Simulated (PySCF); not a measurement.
## GeCl⁻ at UHF-SCS-MP2

Level: UHF-SCS-MP2. Ge def2-TZVPPD, Cl def2-TZVPPD; no relativity (PySCF 2.14).

For GeCl⁻, the state is ³Σ⁻ (triplet), unpaired electrons π ↑↑ and the bond length is 4.486 bohr. The harmonic wavenumber is 272 cm⁻¹. The force constant is 1.03 mdyn/Å. The rotational constant Be is 0.1260 cm⁻¹, the anharmonicity ωexe is 1.57 cm⁻¹ and the vibration–rotation constant αe is 0.000918 cm⁻¹. The well depth De to Ge + Cl⁻ is 159 kJ/mol. The dissociation energy D0 is 157 kJ/mol.

Correlated steps freeze 14 core orbitals. Spin–orbit coupling is left out. For an ion De counts to the pair picked by the measured ionisation energies or electron affinities, which need not be the lowest pair at this level. The state was picked by a PBE0 search and need not be the measured ground state.
